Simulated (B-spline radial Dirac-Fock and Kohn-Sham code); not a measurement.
## K-line shifts caused by a second vacancy in Ca

System: atomic calcium, configuration [Ar] 3d2 (an excited configuration).

The computed values come from a radial B-spline solver: Dirac-Fock ΔSCF + Breit + QED. Each two-hole energy is an average over J within one jj subconfiguration, not an observable level; in light atoms, where LS coupling holds, the j-resolved values are not observed lines, and for a K spectator the Kα1 hypersatellite is nearly forbidden. No correlation.

Lines without a spectator: Kα2 (K-L2) 3688.6 eV, Kα1 (K-L3) 3692.1 eV, Kβ3 (K-M2) 4012.6 eV, Kβ1 (K-M3) 4012.9 eV. Shifts in eV with one spectator hole (a dash: not computed, or left out as unreliable):

```tsv
spectator hole	Kα2	Kα1	Kβ3	Kβ1
K (1s)	+205.0	+205.8	+253.3	+253.5
L2 (2p1/2)	+16.72	+20.61	–	+49.5
L3 (2p3/2)	+19.76	+18.74	+48.6	–
M2 (3p1/2)	–	+1.09	+2.74	+3.75
M3 (3p3/2)	+1.03	–	+3.62	+3.33
```

With n spectator holes in 2p, averaged over the 2p shell (energies in eV):

```csv
n,KαLⁿ,step,hypersatellite KαʰLⁿ
0,3690.9,–,3896.5
1,3710.3,+19.4,3917.0
2,3730.7,+20.4,3938.6
3,3752.3,+21.6,3961.4
4,3775.1,+22.8,3985.4
5,3799.1,+24.0,4010.6
```
